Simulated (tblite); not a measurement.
F2OTa (SMILES [O]=[Ta+]([F])[F]), charge +1, singlet, at a GFN2-xTB geometry (such geometries of metal compounds can be far from the true shape) (the multiplicity is a formal guess); IPEA1-xTB (tblite).

The tblite input:
```
$ tblite run mol.xyz --method ipea1 --charge 1 --spin 0 --json tblite.json --no-restart

# file mol.xyz
4

Ta     0.11123795     0.17488120     0.06889468
O      1.32045398    -0.96533351    -0.49187575
F     -0.96211147    -0.84678775     1.25488391
F     -1.11388880     0.28638115    -1.37647346
```

What the program printed (banner, timings and long lists left out):

```
xTB calculator
 | screened Coulomb repulsion
 | Coulomb electrostatics
 |  * isotropic Klopman-Ohno-Mataga-Nishimoto electrostatics
 |  * onsite third-order electrostatics
 | DFT-D3(BJ) dispersion correction

halogen bonding energy    0.0000000000000E+00 Eh
repulsion energy          1.9553833691097E-02 Eh
dispersion energy        -6.7952984540572E-04 Eh
number of electrons       2.4000000000000E+01 e
integral cutoff           4.0000000000000E+01 bohr

------------------------------------------------------------
  cycle        total energy    energy error   density error
------------------------------------------------------------
      1     -16.46067803984  -1.6479552E+01   1.1174128E+00
      2     -16.69983789029  -2.3915985E-01   7.2126394E-01
      3     -16.96938765794  -2.6954977E-01   3.9452050E-01
      4     -17.18327218699  -2.1388453E-01   1.2384144E-01
      5     -17.17818877829   5.0834087E-03   8.2405608E-02
      6     -17.18763031891  -9.4415406E-03   2.0365523E-02
      7     -17.18789519655  -2.6487763E-04   1.1203289E-02
      8     -17.18807223490  -1.7703835E-04   8.3681450E-04
      9     -17.18807283433  -5.9943079E-07   1.3802657E-04
     10     -17.18807287071  -3.6381550E-08   4.8394579E-05
     11     -17.18807287231  -1.5950725E-09   3.8222793E-06
------------------------------------------------------------

electronic energy        -1.7206947176152E+01 Eh
total energy             -1.7188072872307E+01 Eh

Post processing:
 | Mayer-Wiberg bond orders

[Info] JSON dump of results written to 'tblite.json'
```
